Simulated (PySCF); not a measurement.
C3H10OSi2. Atoms are numbered in the order given.

```xyz
16

C     -1.6240     2.3484     0.5034
C     -0.6863     1.3858     0.5980
C     -0.6071     0.1357    -0.2285
Si    -0.8270    -1.4106     0.8750
Si     1.0224    -0.0126    -1.2027
O      2.2514    -0.6535    -0.2399
H     -2.4483     2.2797    -0.2261
H     -1.5985     3.2365     1.1528
H      0.1093     1.5105     1.3587
H     -1.4280     0.1173    -0.9820
H      0.0870    -1.3180     2.0654
H     -2.2464    -1.4811     1.3699
H     -0.5131    -2.6627     0.1021
H      0.8485    -1.0030    -2.3142
H      1.3975     1.3420    -1.7499
H      2.5494    -0.0888     0.4937
```

Coordinates come from a PBE-D3(BJ)/def2-SVP optimisation. The structure was generated by enumeration; whether it is a known compound was not checked. One conformer was computed; it need not be the lowest.

These are PBE/pcSseg-1 in PySCF values and carry that method's errors.

GIAO shieldings, no solvent; atoms listed in one row are averaged. δ = σ(ref) − σ: ¹³C against TMS (σ = 182.0 ppm); ²⁹Si against TMS (σ = 335.4 ppm); ¹⁷O against H2O (σ = 334.3 ppm); ¹H against TMS (σ = 31.49 ppm), references at their B3LYP-D3(BJ)/def2-TZVP geometries, non-relativistic.

Computed chemical shifts:
```json
[
 {"nucleus": "¹³C", "atoms": "C2", "count": "1", "δ (ppm)": "146.0"},
 {"nucleus": "¹³C", "atoms": "C1", "count": "1", "δ (ppm)": "122.8"},
 {"nucleus": "¹³C", "atoms": "C3", "count": "1", "δ (ppm)": "31.5"},
 {"nucleus": "²⁹Si", "atoms": "Si5", "count": "1", "δ (ppm)": "-3.7"},
 {"nucleus": "²⁹Si", "atoms": "Si4", "count": "1", "δ (ppm)": "-66.0"},
 {"nucleus": "¹⁷O", "atoms": "O6", "count": "1", "δ (ppm)": "36.1"},
 {"nucleus": "¹H", "atoms": "H9", "count": "1", "δ (ppm)": "6.30"},
 {"nucleus": "¹H", "atoms": "H15", "count": "1", "δ (ppm)": "5.75"},
 {"nucleus": "¹H", "atoms": "H7, H8", "count": "2", "δ (ppm)": "5.65"},
 {"nucleus": "¹H", "atoms": "H14", "count": "1", "δ (ppm)": "5.52"},
 {"nucleus": "¹H", "atoms": "H11, H12, H13", "count": "3", "δ (ppm)": "4.49"},
 {"nucleus": "¹H", "atoms": "H10", "count": "1", "δ (ppm)": "1.94"},
 {"nucleus": "¹H", "atoms": "H16", "count": "1", "δ (ppm)": "1.29"}
]
```
